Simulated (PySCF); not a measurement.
**A search over the determinants of KSr**

Unrestricted PBE0; PySCF, spin-free X2C with a Gaussian nucleus, basis sets K x2c-TZVPall, Sr x2c-TZVPall. Outer shells of the fragments: K 4s1; Sr 5s2.

Followed along the bond (rough minima from three points):

```json
{"2Ms+1": "2", "unpaired": "σ ↑", "⟨S²⟩ at the start": "0.76", "R at minimum (Å)": "4.47", "Te (eV)": "0.00"}
{"2Ms+1": "2", "unpaired": "π ↑", "⟨S²⟩ at the start": "0.83", "R at minimum (Å)": "3.78", "Te (eV)": "0.67"}
{"2Ms+1": "2", "unpaired": "δ ↑", "⟨S²⟩ at the start": "0.82", "R at minimum (Å)": "3.97", "Te (eV)": "1.42"}
{"2Ms+1": "4", "unpaired": "σ ↑↑, π ↑", "⟨S²⟩ at the start": "3.75", "R at minimum (Å)": "4.14", "Te (eV)": "1.48"}
```

Solutions found at the starting distance of 3.655 Å, counted from the lowest of them; the search is not exhaustive and high or unbound solutions are not listed, so other states can lie among these:

```
2Ms+1   unpaired   term  E (eV)  ⟨S²⟩  ⟨Lz²⟩  μ (D)
    2        σ ↑    ²Σ⁺    0.00  0.76   0.00  -1.40
    2        π ↑     ²Π    0.47  0.83   1.04  -3.98
    2        δ ↑     ²Δ    1.24  0.82   4.00  -4.12
    4  σ ↑↑, π ↑     ⁴Π    1.35  3.75   1.02  -1.85
    4  σ ↑, π ↑↑    ⁴Σ⁻    1.82  3.75   0.00  -1.56
    2  σ ↑↑, π ↓  mixed    1.83  1.75   1.03  -1.19
    4      σ ↑↑↑    ⁴Σ⁺    1.95  3.75   0.00   0.18
    4  σ ↑↑, δ ↑     ⁴Δ    2.05  3.75   4.00  -1.79
    2  σ ↑, π ↑↓  mixed    2.29  1.75   2.04  -1.99
    4  σ ↑, π ↑↑  mixed    2.37  3.75   2.01  -7.57
```

A term symbol is given only where ⟨S²⟩ and ⟨Lz²⟩ are close to those of a pure state; real π, δ and φ orbitals otherwise mix terms. A positive dipole means K(−)Sr(+).

Q: Compare the gap between the two lowest followed solutions at the starting distance with the gap between their minima.

A: At PBE0 the second solution (doublet, unpaired electrons π ↑) lies +0.47 eV from the first (doublet, unpaired electrons σ ↑) at 3.655 Å and +0.67 eV at the minima; the two curves relax by different amounts, since their minima lie near 3.78 and 4.47 Å.

Spin–orbit coupling is left out. Counting both spins, an empty level lies below a filled one in some of these solutions, because spin and occupation are held.
